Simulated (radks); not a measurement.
All-electron atom: Zr21+ in [Ar] 3d1. Calculated with a radial shooting solver on a logarithmic mesh with Libxc functionals: Dirac Kohn-Sham, OLYP, spin-unpolarised, spherical densities, point nucleus; open shells fill j = l - 1/2 first.

Normalised radial functions P(r) = r R(r) (large component), r in bohr:

```
   r/bohr * 2s1/2 (the largest magnitude, 2.62, reaches the edge; | marks zero)
 0.001802                             |  *
 0.002309                             |   *
 0.002935                             |    *
 0.003731                             |     *
 0.004781                             |      *
 0.006078                             |        *
 0.007726                             |         *
 0.009822                             |          *
  0.01259                             |            *
    0.016                             |             *
  0.02034                             |             *
  0.02607                             |           *
  0.03314                             |        *
  0.04212                             |   *
  0.05355                          *  |
  0.06862                  *          |
  0.08724          *                  |
   0.1109    *                        |
   0.1421  *                          |
   0.1807     *                       |
   0.2297            *                |
    0.292                   *         |
   0.3741                         *   |
   0.4756                            *|
   0.6046                             *
   0.7748                             *
    0.985                             *
    1.252                             *
    1.592                             *
     2.04                             *
    2.593                             *
```

2s1/2: eigenvalue -3299.4 eV, 1 radial node at r = 0.0493 bohr, <r> = 0.161 bohr, 90 % of the charge inside 0.249 bohr.
